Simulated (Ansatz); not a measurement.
Cost and result for the atomization energy of `C[O][Sn]([SH])([Cl])[Cl]` (10 atoms, 9 bonds).

Cartesian coordinates in Å:
```
C 0.284 -1.576 0.661
O 0.472 -0.173 0.666
Sn -0.380 0.941 -0.672
S 0.289 3.150 -0.185
Cl -2.665 0.620 -0.582
Cl 0.252 0.218 -2.772
H 0.650 -2.035 -0.264
H 0.856 -1.983 1.497
H -0.769 -1.848 0.798
H 1.012 2.687 0.853
```

Total charge 0; spin multiplicity 1. Correlated methods include outer-core shells of Sn, which these sets cover unevenly. Sn takes the def2 core potential. All single points use the PBE0-D4/def2-TZVP geometry. It is one conformer, not always the lowest. Program: Ansatz. All runs use 2 threads of an AMD EPYC 7R13 on a shared host and a share of an NVIDIA H100 80 GB. Times are those of one run each, without the atoms' runs, and a repeat can differ threefold. Electronic energies, without spin–orbit coupling; frozen cores. CCSD(T)/CBS adds CCSD(T) − MP2 in def2-TZVPP to the MP2 limit, and its time is that of the two runs behind it. T1 = 0.013. With those shells the extrapolation isn't a true limit. B3LYP takes the VWN-RPA correlation (the form of Gaussian; ORCA's B3LYP/G).

CCSD(T)/CBS is a level of theory with its own doubt, some kJ/mol a heavy atom from the limit and from the frozen cores, so smaller differences don't rank the functionals.

```csv
level,functions,wall time
ωB97M-V/def2-TZVPP (with forces),294,4.9 s
B2PLYP/def2-TZVPP,294,6 s
MP2/def2-QZVPP,526,6 s
ωB97X-V/def2-TZVPP,294,6.5 s
PBE0-D4/def2-TZVPP,294,6.5 s
r2SCAN-D4/def2-TZVPP (with forces),294,7 s
PBE-D4/def2-TZVPP (with forces),294,8 s
B3LYP-D4/def2-TZVPP (with forces),294,9 s
CCSD(T)/def2-TZVPP,294,12 s
CCSD(T)/CBS(def2),–,18 s
```

Question: What atomization energy does each give, and how far from CCSD(T)/CBS? (Best estimate.)

Answer: Computed: 
| level | atomization (kcal/mol) | difference from CCSD(T)/CBS | per bond |
| --- | --- | --- | --- |
| ωB97M-V/def2-TZVPP (with forces) | 781.9 | -4.1 | -0.5 |
| B2PLYP/def2-TZVPP | 763.0 | -23.0 | -2.6 |
| MP2/def2-QZVPP | 791.8 | 5.8 | 0.6 |
| ωB97X-V/def2-TZVPP | 784.8 | -1.2 | -0.1 |
| PBE0-D4/def2-TZVPP | 778.1 | -7.9 | -0.9 |
| r2SCAN-D4/def2-TZVPP (with forces) | 783.6 | -2.4 | -0.3 |
| PBE-D4/def2-TZVPP (with forces) | 795.8 | 9.8 | 1.1 |
| B3LYP-D4/def2-TZVPP (with forces) | 771.0 | -15.0 | -1.7 |
| CCSD(T)/def2-TZVPP | 755.9 | -30.1 | -3.3 |
| CCSD(T)/CBS(def2) | 786.0 | 0.0 | 0.0 |

The D4 term adds +12.5 kcal/mol with B3LYP and +6.8 kcal/mol with PBE0; it sums over pairs of atoms, weighted by their polarisabilities, and B3LYP, whose exchange is more repulsive, gets the larger term. From PBE to PBE0 (25 % exact exchange), in def2-TZVPP and without D4, the atomization energy moves by −16.8 kcal/mol: exact exchange takes away binding that semilocal exchange gives to molecules. In def2-TZVPP, CCSD(T) changes the Hartree–Fock value by +216.4 kcal/mol (the triples alone add +17.0 kcal/mol) and MP2 by +234.2 kcal/mol; breaking electron pairs costs correlation energy, which Hartree–Fock lacks.

Spin–orbit coupling would lower the free Sn atoms strongly, and the atomization energy with them, by more than many differences here. For some Ge, Se and Sn compounds the MP2-based and the directly extrapolated limit differ by 10 to 25 kJ/mol.
